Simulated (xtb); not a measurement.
C6H13O3, doublet, from a rough starting geometry; GFN2-xTB run with xtb.

Input for xtb:
```
$ xtb mol.xyz --gfn 2 --uhf 1 --opt vtight --json

# file mol.xyz
22

C      4.25834953     0.35659865    -0.85621543
O      3.60708927    -0.56722305    -0.09479774
C      2.17958414    -0.64119257    -0.27608531
C      1.51547695     0.51931003     0.48758319
O      0.13787134     0.59130370     0.22397720
C     -0.68789900    -0.48044094     0.72178956
C     -2.17950487    -0.06270785     0.71147554
O     -2.63490517    -0.27999614    -0.62983500
C     -3.97940057     0.19642486    -0.60863031
H      5.23475069     0.56634429    -0.49311149
H      3.72215874     1.01966434    -1.61984185
H      1.95422664    -0.56201253    -1.34982589
H      1.89571867    -1.60322567     0.12119439
H      1.66963347     0.37381335     1.58464780
H      1.91944639     1.43966266     0.20305038
H     -0.33833952    -0.77015056     1.71110952
H     -0.55195905    -1.40246771     0.02896959
H     -2.26178177     0.98512612     1.03267143
H     -2.69365515    -0.72308433     1.42005052
H     -4.06514174     1.31567179    -0.46527975
H     -4.30754788     0.02062894    -1.70229627
H     -4.65297917    -0.36692031     0.01786540
```

It wrote (shortened):

```
   ID    Z sym.   atoms
    1    6 C      1, 3, 4, 6, 7, 9
    2    8 O      2, 5, 8
    3    1 H      10-22

           -------------------------------------------------
          |                Calculation Setup                |
           -------------------------------------------------

           -------------------------------------------------
          |                 G F N 2 - x T B                 |
           -------------------------------------------------

          ...................................................
          :                      SETUP                      :
          :.................................................:
          :  # basis functions                  49          :
          :  # atomic orbitals                  49          :
          :  # shells                           31          :
          :  # electrons                        55          :
          :  max. iterations                   250          :
          :  Hamiltonian                  GFN2-xTB          :
          :  restarted?                      false          :
          :  GBSA solvation                  false          :
          :  PC potential                    false          :
          :  electronic temp.          300.0000000     K    :
          :  accuracy                    1.0000000          :
          :  -> integral cutoff          0.2500000E+02      :
          :  -> integral neglect         0.1000000E-07      :
          :  -> SCF convergence          0.1000000E-05 Eh   :
          :  -> wf. convergence          0.1000000E-03 e    :
          :  Broyden damping             0.4000000          :
          :  net charge                          0          :
          :  unpaired electrons                  1          :
          ...................................................

 iter      E             dE          RMSdq      gap      omega  full diag
   1    -31.7473070 -0.317473E+02  0.455E+00    7.06       0.0  T
   2    -31.8123538 -0.650468E-01  0.239E+00    6.72       1.0  T
   3    -31.8134064 -0.105258E-02  0.936E-01    6.87       1.0  T
   4    -31.8136762 -0.269797E-03  0.127E-01    6.84       1.0  T
   5    -31.8136910 -0.148242E-04  0.549E-02    6.83       1.0  T
   6    -31.8136951 -0.406921E-05  0.150E-02    6.83       1.4  T
   7    -31.8136959 -0.787379E-06  0.359E-03    6.83       5.9  T
   8    -31.8136959 -0.344620E-07  0.144E-03    6.83      14.8  T
   9    -31.8136959 -0.203956E-08  0.312E-04    6.83      68.3  T
  10    -31.8136959 -0.201261E-09  0.105E-04    6.83     202.4  T

   *** convergence criteria satisfied after 10 iterations ***

         :::::::::::::::::::::::::::::::::::::::::::::::::::::
         ::                     SUMMARY                     ::
         :::::::::::::::::::::::::::::::::::::::::::::::::::::
         :: total energy             -31.545601550791 Eh    ::
         :: gradient norm              0.142041809463 Eh/a0 ::
         :: HOMO-LUMO gap              6.833610245528 eV    ::
         ::.................................................::
         :: SCC energy               -31.813747064744 Eh    ::
         :: -> isotropic ES            0.047648721986 Eh    ::
         :: -> anisotropic ES          0.005838213831 Eh    ::
         :: -> anisotropic XC          0.006489535495 Eh    ::
         :: -> dispersion             -0.012453206699 Eh    ::
         :: repulsion energy           0.268145513954 Eh    ::
         :: add. restraining           0.000000000000 Eh    ::
         :: total charge              -0.000000000000 e     ::
         :::::::::::::::::::::::::::::::::::::::::::::::::::::

      -----------------------------------------------------------
     |                   =====================                   |
     |                        A N C O P T                        |
     |                   =====================                   |
     |               Approximate Normal Coordinate               |
     |                Rational Function Optimizer                |
      -----------------------------------------------------------
      -----------------------------------------------------------
     |                   =====================                   |
     |                        A N C O P T                        |
     |                   =====================                   |
     |               Approximate Normal Coordinate               |
     |                Rational Function Optimizer                |
      -----------------------------------------------------------

          ...................................................
          :                      SETUP                      :
          :.................................................:
          :   optimization level         verytight          :
          :   max. optcycles                   440          :
          :   ANC micro-cycles                  20          :
          :   degrees of freedom                60          :
          :.................................................:
          :   RF solver                   davidson          :
          :   write xtbopt.log                true          :
          :   linear?                        false          :
          :   energy convergence         0.1000000E-06 Eh   :
          :   grad. convergence          0.2000000E-03 Eh/α :
          :   maxmium RF displ.          1.0000000          :
          :   Hlow (freq-cutoff)         0.1000000E-01      :
          :   Hmax (freq-cutoff)         5.0000000          :
          :   S6 in model hess.         20.0000000          :
          ...................................................

generating ANC from exact Hessian ...
Using Lindh-Hessian (1995)
 Shifting diagonal of input Hessian by    9.3369016401137952E-003
 Lowest  eigenvalues of input Hessian
    0.000000    0.000000    0.000000    0.000000    0.000000    0.000000
[...]
 * total energy  :   -31.5665950 Eh     change       -0.2256200E-05 Eh
 * total energy  :   -31.5665977 Eh     change       -0.2624078E-05 Eh
 * total energy  :   -31.5666002 Eh     change       -0.2553376E-05 Eh
 * total energy  :   -31.5666022 Eh     change       -0.1965314E-05 Eh
 * total energy  :   -31.5666035 Eh     change       -0.1369996E-05 Eh
 * total energy  :   -31.5666046 Eh     change       -0.1008190E-05 Eh
 * total energy  :   -31.5666053 Eh     change       -0.7087766E-06 Eh
 * total energy  :   -31.5666057 Eh     change       -0.4756996E-06 Eh
 * total energy  :   -31.5666061 Eh     change       -0.3104458E-06 Eh
 * total energy  :   -31.5666063 Eh     change       -0.2193901E-06 Eh
 * total energy  :   -31.5666064 Eh     change       -0.1776685E-06 Eh
 * total energy  :   -31.5666065 Eh     change       -0.2073648E-08 Eh
   *** GEOMETRY OPTIMIZATION CONVERGED AFTER 44 ITERATIONS ***
         :: total energy             -31.566606451774 Eh    ::
[...]
        19        2.0000           -0.4890575             -13.3079
        20        2.0000           -0.4814964             -13.1022
        21        2.0000           -0.4707255             -12.8091
        22        2.0000           -0.4596104             -12.5066
        23        2.0000           -0.4577493             -12.4560
        24        2.0000           -0.4538363             -12.3495
        25        2.0000           -0.4420581             -12.0290
        26        2.0000           -0.4075995             -11.0913
        27        2.0000           -0.4030458             -10.9674
        28        1.0000           -0.2885363              -7.8515 (HOMO)
        29                         -0.0001077              -0.0029 (LUMO)
        30                          0.0294800               0.8022
        31                          0.0572289               1.5573
        32                          0.0840811               2.2880
        33                          0.0879360               2.3929
        34                          0.1139288               3.1002
        35                          0.1188051               3.2329
        36                          0.1302118               3.5432
        37                          0.1418025               3.8586
        38                          0.1450085               3.9459
        39                          0.1530076               4.1635
       ...                                ...                  ...
        49                          0.3539183               9.6306
      -------------------------------------------------------------
                  HL-Gap            0.2884286 Eh            7.8485 eV
             Fermi-level           -0.2450565 Eh           -6.6683 eV

     #   Z          covCN         q      C6AA      α(0)
     1   6 C        2.738    -0.023    28.563     8.750
     2   8 O        1.704    -0.237    17.926     5.716
     3   6 C        3.704     0.066    19.617     6.332
     4   6 C        3.696     0.070    19.574     6.329
     5   8 O        1.701    -0.306    19.105     5.901
     6   6 C        3.697     0.077    19.452     6.309
     7   6 C        3.706     0.081    19.378     6.293
     8   8 O        1.702    -0.306    19.092     5.899
     9   6 C        3.656     0.039    20.204     6.452
    10   1 H        0.926     0.048     2.346     2.395
    11   1 H        0.926     0.026     2.643     2.542
    12   1 H        0.923     0.049     2.333     2.389
    13   1 H        0.924     0.053     2.282     2.362
    14   1 H        0.923     0.032     2.561     2.503
    15   1 H        0.924     0.066     2.126     2.280
    16   1 H        0.923     0.028     2.622     2.532
    17   1 H        0.924     0.045     2.383     2.414
    18   1 H        0.923     0.045     2.380     2.413
    19   1 H        0.923     0.025     2.657     2.549
    20   1 H        0.924     0.032     2.557     2.501
    21   1 H        0.925     0.062     2.173     2.305
    22   1 H        0.924     0.028     2.616     2.529

 Mol. C6AA /au·bohr⁶  :       3671.555512
 Mol. C8AA /au·bohr⁸  :      76189.529732
 Mol. α(0) /au        :         89.697445

Wiberg/Mayer (AO) data.
largest (>0.10) Wiberg bond orders for each atom

 ---------------------------------------------------------------------------
     #   Z sym  total        # sym  WBO       # sym  WBO       # sym  WBO
 ---------------------------------------------------------------------------
     1   6 C    3.253 --     2 O    1.240    10 H    0.978    11 H    0.977
     2   8 O    2.285 --     1 C    1.240     3 C    0.987
     3   6 C    3.947 --     2 O    0.987    13 H    0.969     4 C    0.968
                            12 H    0.965
     4   6 C    3.952 --     5 O    0.995     3 C    0.968    14 H    0.967
                            15 H    0.965
     5   8 O    2.087 --     4 C    0.995     6 C    0.983
     6   6 C    3.958 --     7 C    0.998     5 O    0.983    16 H    0.967
                            17 H    0.966
     7   6 C    3.960 --     6 C    0.998     8 O    0.990    19 H    0.966
                            18 H    0.964
     8   8 O    2.075 --     9 C    0.996     7 C    0.990
     9   6 C    3.952 --     8 O    0.996    21 H    0.980    22 H    0.977
                            20 H    0.977
    10   1 H    0.998 --     1 C    0.978
    11   1 H    0.999 --     1 C    0.977
    12   1 H    0.998 --     3 C    0.965
    13   1 H    0.997 --     3 C    0.969
    14   1 H    0.999 --     4 C    0.967
    15   1 H    0.996 --     4 C    0.965
    16   1 H    0.999 --     6 C    0.967
    17   1 H    0.998 --     6 C    0.966
    18   1 H    0.998 --     7 C    0.964
    19   1 H    0.999 --     7 C    0.966
    20   1 H    0.999 --     9 C    0.977
    21   1 H    0.996 --     9 C    0.980
    22   1 H    0.999 --     9 C    0.977
 ---------------------------------------------------------------------------

Topologies differ in total number of bonds
Writing topology from bond orders to xtbtopo.mol

molecular dipole:
                 x           y           z       tot (Debye)
 q only:       -0.613       0.037       0.311
   full:       -0.743      -0.035       0.366       2.107
molecular quadrupole (traceless):
                xx          xy          yy          xz          yz          zz
 q only:        1.800       1.432      -2.035      -0.288      -1.264       0.235
  q+dip:       -1.061       0.766      -1.275      -2.574      -2.112       2.336
   full:        0.403       0.866      -2.105      -2.448      -1.937       1.701

optimized geometry written to: xtbopt.xyz

           -------------------------------------------------
          | TOTAL ENERGY              -31.566606451774 Eh   |
          | GRADIENT NORM               0.000031291332 Eh/α |
          | HOMO-LUMO GAP               7.848542556282 eV   |
           -------------------------------------------------
```
